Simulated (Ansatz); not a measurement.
Job for Ansatz (a program for electronic structure): R-PBE0/def2-TZVPPD on ClH3Se (a complex), monomers drawn apart or pushed together. Files ending in .json are basis or fitting sets from the Basis Set Exchange.

Ansatz 0.2 input:
```yaml
crystal:
  periodic: [false, false, false]
  atoms:
    - {symbol: Cl, position_ang: [0.27389745, -0.68935308, -0.39335070]}
    - {symbol: H, position_ang: [0.13762359, -0.22667304, 0.81354992]}
    - {symbol: Se, position_ang: [-0.06189447, 0.67222598, 3.55332634]}
    - {symbol: H, position_ang: [1.37389686, 0.41700251, 3.74547354]}
    - {symbol: H, position_ang: [-0.39795688, -0.69263558, 3.98666644]}
basis:
  gaussian:
    orbitals: def2-TZVPPD.json
hamiltonian:
  xc: {name: PBE0}
scf: {lower_state_search: off}
```

It printed:

```
WARN ansatz: RAYON_NUM_THREADS=1 ignored (pool sized by the plan → 1); use --threads N
Functional definition: PBE0
these checks for a lower state are left out or cut short: stability, starts, cluster_reference, orbital_swaps, neighbouring_geometries, increment
integrals: 0.07 GiB planned
964 factors; their error is unknown
mean field: 0.63 GiB planned
mean field evaluation 1: about -77909.1831 eV, gradient 1.2e1 eV
mean field evaluation 2: about -77909.3587 eV, gradient 9.7e0 eV
mean field evaluation 4: about -77909.5424 eV, gradient 3.3e-1 eV
mean field evaluation 8: about -77909.8692 eV, gradient 4.3e-2 eV
mean field evaluation 16: about -77909.8692 eV, gradient 1.8e-6 eV
mean field -77909.86921060 eV, -2863.1348842835 hartree, gradient 1.8e-6 eV, S^2 0.000000; 0 other end points of the search recorded, 0 dependent functions left out
reference -77909.86925911 eV, -2863.1348860663 hartree; 27, 27 occupied and 132, 132 virtual orbitals, 964 factors
Total energy: -77909.86925911 eV, -2863.1348860663 hartree
Checks for a lower state left out: stability, starts, cluster_reference, orbital_swaps, neighbouring_geometries, increment
```

The run converged.

Cost: about 1.0 core-seconds (a rough figure).
